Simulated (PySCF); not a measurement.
PySCF input:

```python
from pyscf import gto, scf, dft

mol = gto.M(
    atom='''
    Si   -0.11664227    0.17017934   -0.62910412
    C     1.29929352   -1.06519131   -0.07432636
    C    -1.47990699   -0.54861409    0.58070516
    F     0.36030088    1.48467354    0.35784514
    H     1.06993361   -2.08215133   -0.41882258
    H     2.26705547   -0.78805029   -0.50729191
    H     1.41140663   -1.09215294    1.01926063
    H    -2.38040697    0.07578564    0.58807144
    H    -1.78423190   -1.55164017    0.25387748
    H    -1.10979216   -0.62353117    1.61348356
    ''',
    basis='def2-tzvpd',
    charge=-1,
    spin=0,
    verbose=4,
)

mf = dft.RKS(mol, xc='tpssh').density_fit(auxbasis='def2-universal-jkfit')
mf.grids.level = 3
mf.conv_tol = 1e-9
mf.max_cycle = 100
mf.max_memory = 1500
mf.kernel()
if not mf.converged:
    mf = mf.newton()
    mf.kernel(mf.make_rdm1())
mf.analyze()
```

### Question
What final total energy does it print?

### Answer
-469.33808 Eh (TPSSh/def2-TZVPD).

It need not be the lowest isomer of its formula. Whether it binds its extra electron was not tested at this geometry.
